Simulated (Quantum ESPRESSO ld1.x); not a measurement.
Problem. Nb2+, configuration [Kr] 4d2 5s1 (not the ground configuration). Calculated with ld1.x of Quantum ESPRESSO 7.5: scalar-relativistic Kohn-Sham, PW91, spin-unpolarised, spherical densities, point nucleus. Some entries of the table are withheld. Estimate them.

| orbital | occ. | eigenvalue (eV) | <r> (bohr) |
|---|---|---|---|
| 1s | 2 | (1) | 0.03609 |
| 2s | 2 | -2653.38 | 0.1580 |
| 2p | 6 | -2371.84 | 0.1377 |
| 3s | 2 | -460.875 | 0.4432 |
| 3p | 6 | -368.845 | 0.4458 |
| 3d | 10 | -218.360 | (2) |
| 4s | 2 | -79.6968 | 1.148 |
| 4p | 6 | -55.4449 | 1.277 |
| 4d | 2 | -21.8753 | 1.776 |
| 5s | 1 | -18.4291 | 2.962 |

Solution. 
(1) 1s eigenvalue (eV): -18833.1
(2) 3d <r> (bohr): 0.4329
